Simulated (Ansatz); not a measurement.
Ideal-gas functions of `C[O][Al]([F])[SH]` at 400 K and 1 bar, from an Ansatz frequency run at PBE0-D4/def2-TZVP.

Molar mass 110.09 g/mol, point group Cs (symmetry number 1), electronic degeneracy 1, moments of inertia 142.64, 223.548, 363.023 u Å². Harmonic wavenumbers (cm⁻¹, unscaled): 47, 83, 94, 180, 239, 240, 254, 457, 651, 739, 897, 1182, 1191, 1250, 1488, 1491, 1502, 2703, 3006, 3073, 3095.

Use S(trans) = R[1.5 ln M + 2.5 ln T − 1.1517]; rotational temperatures θ = 24.2544 K / I; S(rot) = R[ln(√π/σ · √(T³/θAθBθC)) + 1.5]; for each mode x = 1.438777 ν̃/T, S = R[x/(eˣ − 1) − ln(1 − e⁻ˣ)] and H = RT x/(eˣ − 1); 1 cm⁻¹ = 0.0119627 kJ/mol; R = 8.31446 J/(mol·K).

**Question.** By hand: the entropy, in J/(mol·K).

**Answer.** Translation 173.6. Rotation: θ = 0.17, 0.1085, 0.0668 K, giving 119.8. Vibration, mode by mode: 23.10, 18.40, 17.37, 12.07, 9.82, 9.79, 9.35, 5.06, 2.91, 2.27, 1.45, 0.63, 0.61, 0.51, 0.25, 0.25, 0.24, 0.01, 0.00, 0.00, 0.00, in all 114.1. Electronic 0.0. Sum 407.5 J/(mol·K).

**Question.** By hand: H − E and G − E in kJ/mol, counted from the electronic energy.

**Answer.** Zero-point energy ½ × 23862 × 0.0119627 = 142.7; thermal vibration 21.4; translation, rotation and pV give 4 RT = 13.3. H − E = 177.4 kJ/mol, and G − E = 177.4 − 400 × 407.5/1000 = 14.4 kJ/mol.

Vibration gives 28 % of the entropy, 58.9 J/(mol·K) of it from the modes under 150 cm⁻¹: soft modes count most, and the harmonic formula is weakest for them. The sum counts one conformer and one mirror image; others add a mixing term.
